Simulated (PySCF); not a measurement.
Spin states and ions at one geometry of [Cs3]+

PySCF 2.14.0, RKS r2SCAN, Cs def2-SVP with ECP46; non-relativistic Hamiltonian with scalar-relativistic core potentials where named; density fitting; no spin-orbit coupling; singlets restricted, open shells unrestricted. The geometry is relaxed for charge +1, singlet, vacuum:

```xyz
3

Cs    3.1023    0.0000    0.0000
Cs   -1.5512    2.6867    0.0000
Cs   -1.5512   -2.6867    0.0000
```

Energies count from the relaxed state; an electron taken off or put on is at rest in vacuum. Charges and spins are Mulliken's.

**Question.** Order these states by energy, lowest first.
A. charge +1, triplet, vacuum
B. charge +2, doublet, vacuum
C. charge 0, doublet, vacuum
D. charge +1, singlet, vacuum

**Answer.** C (-2.96 eV), D (0.00 eV), A (0.53 eV), B (6.32 eV).

**Question.** How do charge and spin on the first atom follow?

**Answer.** 
```csv
state,spin squared,charge on Cs1 (e),spin on Cs1 (e),dipole about the centre of mass (D)
"charge +1, singlet, vacuum",0.00,0.33,0.00,0.00
"charge +1, triplet, vacuum",2.00,0.52,0.48,1.27
"charge +2, doublet, vacuum",0.75,0.67,0.33,0.00
"charge 0, doublet, vacuum",0.82,-0.12,0.70,1.77
```

With an electron taken off (doublet) the charges change, summed by element, by Cs +1.00 e. The vertical ionisation energy is 6.32 eV, against −ε(HOMO) = 5.04 eV of the relaxed state. The level lies 1.3 eV too high, as is usual for semilocal functionals and global hybrids, which keep a self-interaction error.

With an electron put on (doublet) the charges change, summed by element, by Cs -1.00 e. The vertical electron affinity is 2.96 eV, against −ε(LUMO) = 3.88 eV of the relaxed state.

Open shells may have lower solutions than those found.

No frequency check is given that shows the relaxed geometry to be a minimum.
